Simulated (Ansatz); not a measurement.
Basis-set series for C₂H₅AlO (`C=[CH][AlH][OH]`). Total charge 0; spin multiplicity 1. The structure was optimised at the PBE0-D4/def2-TZVP level. It is one conformer, not always the lowest.

| functional | basis | functions | energy (Eh) | HOMO (eV) | LUMO (eV) |
| --- | --- | --- | --- | --- | --- |
| PBE0-D4 | def2-SVP | 85 | -396.40944 | -7.86 | -0.97 |
| PBE0-D4 | def2-TZVPP | 205 | -396.67976 | -7.96 | -1.16 |
| ωB97M-V | def2-SVP | 85 | -396.61543 | -10.10 | 0.92 |
| ωB97M-V | def2-TZVPP | 205 | -396.89264 | -10.21 | 0.64 |

Q: Give the rows for def2-QZVPP. (An estimate is asked.)

A: Computed: 
| functional | basis | functions | energy (Eh) | HOMO (eV) | LUMO (eV) |
| --- | --- | --- | --- | --- | --- |
| PBE0-D4 | def2-QZVPP | 391 | -396.69665 | -7.98 | -1.21 |
| ωB97M-V | def2-QZVPP | 391 | -396.90878 | -10.23 | 0.44 |

Positive LUMOs are unbound and depend on the basis.
